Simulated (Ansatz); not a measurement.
`B[SiH2][B](O)[AlH2]` + `N[SiH2]F` → `B[SiH2][SiH](N)F` + `O[BH][AlH2]`  (formal exchange of groups at the Si–B bond)

Computed with Ansatz on PBE0-D4/def2-TZVP structures; ΔE is electronic, products minus reactants. CCSD(T)/CBS adds triple-zeta CCSD(T) − MP2 to the extrapolated MP2 energy (def2 sets, frozen cores). DFT in def2-TZVPP. Each species was taken in one conformer, which may not be the lowest.

Is it downhill or uphill in electronic energy at CCSD(T)/CBS, and by how much? (Best estimate.)

Ansatz gave: Downhill: ΔE = -18.6 kJ/mol.

What do these levels give: PBE-D4, ωB97M-V, B2PLYP, r2SCAN, SCS-MP2/def2-QZVPP, CCSD/CBS(def2)? (Best estimate.)

The calculation gave: PBE-D4 -0.5, ωB97M-V -18.0, B2PLYP -19.9, r2SCAN -1.3, SCS-MP2/def2-QZVPP -26.0, CCSD/CBS(def2) -24.8 kJ/mol.

Largest T1 diagnostic among the species: 0.020, so the coupled-cluster value is less sure than usual.

In def2-TZVPP, CCSD(T) changes the Hartree–Fock value by +27.4 kJ/mol (the triples alone add +6.3 kJ/mol) and MP2 by +25.2 kJ/mol. From PBE to PBE0 (25 % exact exchange), in def2-TZVPP and without D4, ΔE moves by −10.5 kJ/mol.
